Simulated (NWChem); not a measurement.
All runs are NWChem calculations. System: CH2Cl (+1), charge 1, spin multiplicity 1, at a geometry optimised with PBE/def2-SVP. The structure started from a generated list of species. Level: EOM-CCSD/def2-SVPD, 6 core orbitals frozen.

The NWChem input:

```
start mol
memory heap 100 mb stack 700 mb global 1900 mb
charge 1
geometry units angstroms nocenter noautoz
  C      0.000000     0.000000    -1.049184
  Cl     0.000000     0.000000     0.557487
  H      0.970837     0.000000    -1.591085
  H     -0.970837     0.000000    -1.591085
  symmetry group C2v
end
basis spherical
  * library def2-svpd
end
scf
  rhf
  nopen 0
  maxiter 100
  thresh 1e-7
  semidirect memsize 60000000 filesize 0
end
tce
  freeze core 6
  ccsd
  nroots 1
  2eorb
  2emet 13
  thresh 1e-5
  maxiter 200
  tilesize 24
end
task tce energy
```

Output (cleaned and shortened):

```
             Northwest Computational Chemistry Package (NWChem) 7.3.0
             --------------------------------------------------------

                                NWChem Input Module
                                -------------------

 Scaling coordinates for geometry "geometry" by  1.889725989
 (inverse scale =  0.529177249)

 Turning off AUTOSYM since
 SYMMETRY directive was detected!

                             Geometry "geometry" -> ""
                             -------------------------

 Output coordinates in angstroms (scale by  1.889725989 to convert to a.u.)

  No.       Tag          Charge          X              Y              Z
 ---- ---------------- ---------- -------------- -------------- --------------
    1 C                    6.0000     0.00000000     0.00000000    -1.04918400
    2 Cl                  17.0000     0.00000000     0.00000000     0.55748700
    3 H                    1.0000     0.97083700     0.00000000    -1.59108500
    4 H                    1.0000    -0.97083700     0.00000000    -1.59108500

 Effective nuclear repulsion energy (a.u.)      47.2099832665

            Nuclear Dipole moment (a.u.)
            ----------------------------
        X                 Y               Z
 ---------------- ---------------- ----------------
     0.0000000000     0.0000000000     0.0000094486

      Symmetry information
      --------------------

 Group name             C2v
 Group number             16
 Group order               4
 No. of unique centers     3

      Symmetry unique atoms

     1    2    3


 Summary of "ao basis" -> "" (spherical)
 ------------------------------------------------------------------------------
       Tag                 Description            Shells   Functions and Types
 ---------------- ------------------------------  ------  ---------------------
 *                         def2-svpd                  on all atoms

 Summary of "ao basis" -> "ao basis" (spherical)
 ------------------------------------------------------------------------------
       Tag                 Description            Shells   Functions and Types
 ---------------- ------------------------------  ------  ---------------------
 C                         def2-svpd                 8       20   4s2p2d
 Cl                        def2-svpd                11       27   5s4p2d
 H                         def2-svpd                 4        8   2s2p

                                 NWChem SCF Module
                                 -----------------

  ao basis        = "ao basis"
  functions       =    63
  atoms           =     4
  closed shells   =    12
  open shells     =     0
  charge          =   1.00
  wavefunction    = RHF
  use symmetry    = T
  symmetry adapt  = T

 Summary of "ao basis" -> "ao basis" (spherical)
 ------------------------------------------------------------------------------
       Tag                 Description            Shells   Functions and Types
 ---------------- ------------------------------  ------  ---------------------
 C                         def2-svpd                 8       20   4s2p2d
 Cl                        def2-svpd                11       27   5s4p2d
 H                         def2-svpd                 4        8   2s2p

      Symmetry analysis of basis
      --------------------------

        a1         29
        a2          6
        b1         16
        b2         12

 Forming initial guess at       0.0s

      Superposition of Atomic Density Guess
[...]
   0.0000074541154   0.1289037619648    3.50765     0.1     0.1
 --------------------------------------------------------------
 Iterations converged
 ------------------

 Excited state root  1
 Excitation energy / hartree =        0.128903761964783
                   / eV      =        3.507651325603820
 largest EOMCCSD amplitudes: R1 and R2

 Singles contributions
    13b2  (alpha) ---    12b1  (alpha)        0.9135480524

 Doubles contributions
    13b2  (alpha)    13b2  (beta ) ---    12b1  (alpha)    11b2  (beta )       -0.1528960801
    13b2  (alpha)    13b2  (beta ) ---    11b2  (alpha)    12b1  (beta )       -0.1528960801

 =========================================
 Excited-state calculation ( b1  symmetry)
 =========================================
 Dim. of EOMCC iter. space      500

 EOMCCSD SOLVER TYPE  1
  maxdiff =   0.64911740964146336

 No. of initial right vectors    1

 EOM-CCSD right-hand side iterations
 --------------------------------------------------------------
      Residuum       Omega / hartree  Omega / eV    Cpu    Wall
 --------------------------------------------------------------

 Iteration   1 using    1 trial vectors
   0.5157533448913   0.5105002725657   13.89143     0.2     0.2

 Iteration   2 using    2 trial vectors
   0.1248858872007   0.4008991416233   10.90903     0.1     0.1

 Iteration   3 using    3 trial vectors
   0.1031861444209   0.3869530250228   10.52953     0.1     0.1

 Iteration   4 using    4 trial vectors
   0.0805227149560   0.3751550205621   10.20849     0.1     0.1

 Iteration   5 using    5 trial vectors
   0.0640733837143   0.3660498624034    9.96073     0.1     0.1

 Iteration   6 using    6 trial vectors
   0.0584629539734   0.3611537972094    9.82750     0.1     0.1

 Iteration   7 using    7 trial vectors
   0.0442982447328   0.3585211156057    9.75586     0.1     0.1

 Iteration   8 using    8 trial vectors
   0.0305346179276   0.3568029341382    9.70911     0.1     0.1

 Iteration   9 using    9 trial vectors
   0.0141834762206   0.3558877541619    9.68420     0.1     0.1

 Iteration  10 using   10 trial vectors
   0.0059152665013   0.3558743008163    9.68384     0.1     0.1

 Iteration  11 using   11 trial vectors
   0.0030089406199   0.3557893771871    9.68153     0.1     0.1

 Iteration  12 using   12 trial vectors
   0.0018171069415   0.3557997976472    9.68181     0.1     0.1

 Iteration  13 using   13 trial vectors
   0.0010089360700   0.3558132634893    9.68218     0.1     0.1

 Iteration  14 using   14 trial vectors
   0.0005478228300   0.3558063778688    9.68199     0.1     0.1

 Iteration  15 using   15 trial vectors
   0.0002584238868   0.3558079316924    9.68203     0.1     0.1

 Iteration  16 using   16 trial vectors
   0.0001030552814   0.3558063960392    9.68199     0.1     0.1

 Iteration  17 using   17 trial vectors
   0.0000444433203   0.3558064366709    9.68199     0.1     0.1

 Iteration  18 using   18 trial vectors
   0.0000206515741   0.3558066147432    9.68199     0.1     0.1

 Iteration  19 using   19 trial vectors
   0.0000097517255   0.3558064418016    9.68199     0.1     0.1
 --------------------------------------------------------------
 Iterations converged
 ------------------

 Excited state root  1
 Excitation energy / hartree =        0.355806441801589
                   / eV      =        9.681990022794627
 largest EOMCCSD amplitudes: R1 and R2

 Singles contributions
    14a1  (alpha) ---    12b1  (alpha)        0.6034281805
    15a1  (alpha) ---    12b1  (alpha)        0.4763984670
    18a1  (alpha) ---    12b1  (alpha)       -0.1338606476
    19a1  (alpha) ---    12b1  (alpha)        0.1342227561
    21a1  (alpha) ---    12b1  (alpha)        0.4752883250
    25a1  (alpha) ---    12b1  (alpha)       -0.1074556497

 Doubles contributions

 =========================================
 Excited-state calculation ( b2  symmetry)
 =========================================
 Dim. of EOMCC iter. space      500

 EOMCCSD SOLVER TYPE  1
  maxdiff =   0.66352797224921178

 No. of initial right vectors    1

 EOM-CCSD right-hand side iterations
 --------------------------------------------------------------
      Residuum       Omega / hartree  Omega / eV    Cpu    Wall
 --------------------------------------------------------------

 Iteration   1 using    1 trial vectors
   0.6181777352160   0.4184981812610   11.38792     0.2     0.2

 Iteration   2 using    2 trial vectors
   0.1564627356473   0.2998864275054    8.16033     0.1     0.1

 Iteration   3 using    3 trial vectors
   0.0668045637114   0.2910306789739    7.91935     0.1     0.1

 Iteration   4 using    4 trial vectors
   0.0230420794322   0.2894298388949    7.87579     0.1     0.1

 Iteration   5 using    5 trial vectors
   0.0081450199521   0.2890907543391    7.86656     0.1     0.1

 Iteration   6 using    6 trial vectors
   0.0040372435081   0.2890956844558    7.86670     0.1     0.1

 Iteration   7 using    7 trial vectors
   0.0023294385326   0.2891017058605    7.86686     0.1     0.1

 Iteration   8 using    8 trial vectors
   0.0011977242842   0.2891147941643    7.86722     0.1     0.1

 Iteration   9 using    9 trial vectors
   0.0005826531840   0.2891075099378    7.86702     0.1     0.1

 Iteration  10 using   10 trial vectors
   0.0002198149963   0.2891006684888    7.86683     0.1     0.1

 Iteration  11 using   11 trial vectors
   0.0000934998816   0.2890992021223    7.86679     0.1     0.1

 Iteration  12 using   12 trial vectors
   0.0000467271120   0.2890987409366    7.86678     0.1     0.1

 Iteration  13 using   13 trial vectors
   0.0000214980578   0.2890988377331    7.86678     0.1     0.1

 Iteration  14 using   14 trial vectors
   0.0000082801373   0.2890988136557    7.86678     0.1     0.1
 --------------------------------------------------------------
 Iterations converged
 ------------------

 Excited state root  1
 Excitation energy / hartree =        0.289098813655680
                   / eV      =        7.866782330424797
 largest EOMCCSD amplitudes: R1 and R2

 Singles contributions
    13b2  (alpha) ---    10a1  (alpha)       -0.9175335769
    24b2  (alpha) ---    10a1  (alpha)       -0.1027824108

 Doubles contributions
    13b2  (alpha)    13b2  (beta ) ---    10a1  (alpha)    11b2  (beta )        0.1168491375
    13b2  (alpha)    13b2  (beta ) ---    11b2  (alpha)    10a1  (beta )        0.1168491375

 Task  times  cpu:       11.3s     wall:       11.3s

 Total times  cpu:       11.3s     wall:       11.3s
```
